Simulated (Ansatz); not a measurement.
The same path of AlBrFH3 (6 atoms, charge 0, multiplicity 1) was run twice with different band settings. Lost on the way: Br5–H6. Made: F2–H6.

Computed with Ansatz, RKS PBE0/def2-SVP.

Relaxed end points:

```xyz
6
Properties=species:S:1:pos:R:3
Al 0.005 0.024 0.019
F 0.004 0.318 1.693
H 1.409 0.143 -0.701
H -1.411 0.064 -0.686
Br 0.090 -2.624 0.953
H 0.069 -1.682 2.041
```

```xyz
6
Properties=species:S:1:pos:R:3
Al 0.017 -0.396 -0.110
F 0.017 -0.022 1.876
H 1.409 0.169 -0.591
H -1.411 0.087 -0.576
Br 0.087 -2.632 0.634
H 0.047 -0.964 2.086
```

Common settings: movable images 5; spring 5.0 eV/Å²; start path through a guess of the saddle point; force threshold 0.05 eV/Å; iteration limit 60; end points relaxed.

| run | climbing image | optimiser |
| --- | --- | --- |
| 1 | yes | quadratic models (default) |
| 2 | from the first iteration | fire |

Q: What does each run give, and how far can it be trusted?

A: Run 1: converged after 9 iterations, highest image 0.053 eV above the first end. A vibrational analysis at the climbing image gives one clearly imaginary mode, 375i cm⁻¹: a first-order saddle point.
Run 2: converged after 29 iterations, highest image 0.053 eV above the first end. Another band between the same ends (5 images) ends at a top of the same energy, where a vibrational analysis finds 1 clearly imaginary mode.
The orbitals stay closed-shell, which can raise the energy where a bond breaks towards radicals; this wasn't checked here.
